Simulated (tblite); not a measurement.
Run record: tight-binding relaxation, `FC1=CCBNC1`.

Computed with GFN2-xTB geometry optimisation, gas phase (tblite 0.8.0). Start geometry: from a force field or distance geometry. A driver script takes a list of jobs; this job's settings line and coordinates (Å) are shown.

Command:
```bash
OMP_NUM_THREADS=1 python probes_run.py task.json out
```

Input:
```
{"job": {"kind": "relax", "xc": "GFN2-xTB", "basis": "xTB"}, "charge": 0, "multiplicity": 1}
F      0.769200     2.402000     0.587800
C      0.301800     1.169600     0.184400
C     -0.980500     0.937500     0.287900
C     -1.538100    -0.366000    -0.133600
B     -0.354200    -1.420800     0.148000
N      0.856800    -1.054400    -0.736100
C      1.315200     0.217500    -0.292900
H     -1.610700     1.753400     0.668800
H     -2.361500    -0.650000     0.538700
H     -1.813600    -0.341900    -1.174600
H     -0.104400    -1.564900     1.285300
H      1.552000    -1.811700    -0.742200
H      1.863000     0.683100    -1.141100
H      2.104200     0.046200     0.497200
```

Output:
```
step      E/eV     max force
  0    -570.43569    3.428
  1    -570.77888    1.853
  2    -570.88748    1.207
  3    -570.97568    1.222
  4    -571.05720    0.709
  5    -571.09471    0.685
  6    -571.12699    0.701
  7    -571.17154    0.848
  8    -571.23479    1.041
  9    -571.31717    0.984
... (64 lines left out)
 74    -572.39217    0.035
 75    -572.39235    0.028
 76    -572.39245    0.025
 77    -572.39256    0.023
 78    -572.39268    0.027
 79    -572.39281    0.021
 80    -572.39289    0.020
 81    -572.39293    0.017
 82    -572.39297    0.013
 83    -572.39299    0.010
```

«max force» is the largest atomic force in eV/Å.

**Question.** From which step on does the largest force stay under 0.1 eV/Å, and how much energy is left to gain from there?

**Answer.** From step 66 (0.084 eV/Å), 5.1 meV above the end.

Main results: energy lowered by 45.1 kcal/mol over 83 steps; largest atomic force 0.010 eV/Å at the end.

**Question.** Give the final coordinates.

**Answer.** 0.625 Å rms from the input after alignment:
```
atom  x, y, z in Å
F1     0.7954    2.5828    0.0679
C2     0.3356    1.2999    0.0399
C3    -0.9505    1.0459    0.1786
C4    -1.4908   -0.3484    0.1529
B5    -0.3643   -1.4511   -0.0462
N6     0.9458   -1.0473   -0.1773
C7     1.4424    0.3113   -0.1551
H8    -1.6421    1.8662    0.3140
H9    -2.0483   -0.5217    1.0788
H10   -2.2421   -0.4137   -0.6408
H11   -0.6122   -2.5954   -0.0856
H12    1.6917   -1.7149   -0.3078
H13    1.9627    0.5446   -1.0976
H14    2.1758    0.4412    0.6564
```

Hardware: one thread, Arm Neoverse N1 (aarch64), on a shared host. Cost: 0.67 s.
Labels such as C1 count atoms from 1, the log's own numbers from 0.
